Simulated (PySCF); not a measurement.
Species: C7H16O.
SMILES: `O(C(C)C)C(C)(C)C`

Computed, not measured: TDDFT wB97X-D/def2-SVPD, vertical, gas phase, core orbitals frozen in the response in PySCF. One conformer (not necessarily the lowest) at the PBE0-D3(BJ)/def2-SVP geometry, without solvent, vibrations or thermal averaging. Torsions of this conformer, `[CH3:1][CH:2]([CH3:3])[O:4][C:5]([CH3:6])([CH3:7])[CH3:8]`: C1–C2–O4–C5 119°, C2–O4–C5–C6 -62°.

Task: What does the calculation give for the low-lying excited states?

Result: 

```csv
state,λ (nm),E (eV),f,|μ| (D),symmetry,"main configurations (H = HOMO, L = LUMO)"
S1,166.8,7.43,0.026,0.96,A″,H→L (92%)
S2,151.7,8.18,0.0084,0.52,A″,H→L+3 (84%)
S3,148.6,8.34,0.0000,0.01,–,H→L+1 (87%)
S4,147.1,8.43,0.0034,0.32,A′,H→L+2 (86%)
S5,144.2,8.60,0.014,0.66,A′,H-1→L (83%)
S6,141.4,8.77,0.014,0.65,A″,H→L+6 (86%)
S7,137.4,9.02,0.029,0.92,A″,"H→L+4 (76%), H→L+7 (13%)"
S8,134.5,9.22,0.069,1.40,A′,"H→L+8 (48%), H-1→L+1 (12%), H-1→L+3 (12%)"
S9,134.1,9.24,0.0056,0.40,A′,"H→L+8 (35%), H-1→L+3 (29%), H-1→L+1 (13%)"
S10,131.8,9.40,0.156,2.09,A′,"H→L+5 (32%), H-1→L+1 (24%), H-1→L+3 (21%)"
```

Triplets, Tamm–Dancoff:

| state | E (eV) | λ (nm) | main configurations (H = HOMO, L = LUMO) |
| --- | --- | --- | --- |
| T1 | 7.39 | 167.8 | H→L (91%) |
| T2 | 8.12 | 152.6 | H→L+3 (78%) |
| T3 | 8.24 | 150.5 | H→L+1 (65%), H→L+6 (13%) |
| T4 | 8.36 | 148.4 | H→L+2 (88%) |

The lowest singlet comes at 167 nm (717 kJ/mol) in the vacuum ultraviolet; it is weak; its leading configuration is HOMO→LUMO (92%). The strongest level in the table is S10 at 9.40 eV (132 nm, f = 0.156). It is the last of those listed, so stronger ones may follow. Löwdin shares by element: HOMO oxygen 56%, carbon 19% or more (atoms not listed hold the other 24%); LUMO carbon 35% or more (atoms not listed hold the other 65%). The listed states span 1.97 eV, and the widest gap between neighbours is 0.74 eV (S1 to S2). Of the 10 states listed, 6 reach f = 0.01 and 1 stays under 0.0005. Orbital energies (eV): HOMO-3 -11.35, HOMO-2 -11.29, HOMO-1 -10.22, HOMO -9.06, LUMO 2.23, LUMO+1 2.91, LUMO+2 3.05. From S8 up the states lie above the vertical ionisation energy of 9.12 eV (ΔSCF), that is within the continuum, which a finite basis only mimics. Symmetry labels in Cs follow from the direction of the transition dipole and are given only for states with f of 0.002 or more. Only the lowest 10 singlets were computed, as vertical energies without vibronic structure.
